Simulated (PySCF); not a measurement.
## TlF: frontier orbitals

PBE at R = 2.101 Å; Tl cc-pVDZ-PP with ECP60, F cc-pVDZ; scalar-relativistic core potentials (PySCF 2.14). State: ¹Σ⁺ (singlet), closed shell. Only the outer orbitals are listed, counted within each symmetry, core potentials removing the inner ones.

```
orbital  occ.  ε (eV)  on Tl (%)           main shells (%)
     6σ     2   -9.86         77           77 Tl s, 21 F p
     3π     2   -6.59          8                    92 F p
     3π     2   -6.59          8                    92 F p
     7σ     2   -6.23         36  64 F p, 20 Tl s, 14 Tl p
     4π     0   -2.03         95                   94 Tl p
     4π     0   -2.03         95                   94 Tl p
     8σ     0   -0.22         95                   88 Tl p
```

Question: Which are the highest filled and the lowest empty level, where do they sit, and how wide is the gap?

Answer: Highest filled 7σ at -6.23 eV (in %: 64 F p, 20 Tl s, 14 Tl p); lowest empty 4π at -2.03 eV (in %: 94 Tl p); the gap at PBE is 4.20 eV.

* bond order (Mayer): 1.03
* ⟨S²⟩: 0.000
* charge on Tl (Mulliken, basis-dependent): 0.42
* charge on Tl (Löwdin, basis-dependent): 0.43
* dipole moment (positive dipole means Tl(−)F(+)): -3.22 D
* polarisability along the bond: 38.4 bohr³
* polarisability across the bond: 28.0 bohr³

These are scalar-relativistic numbers at best; spin–orbit coupling would shift them, the dissociation energy most.
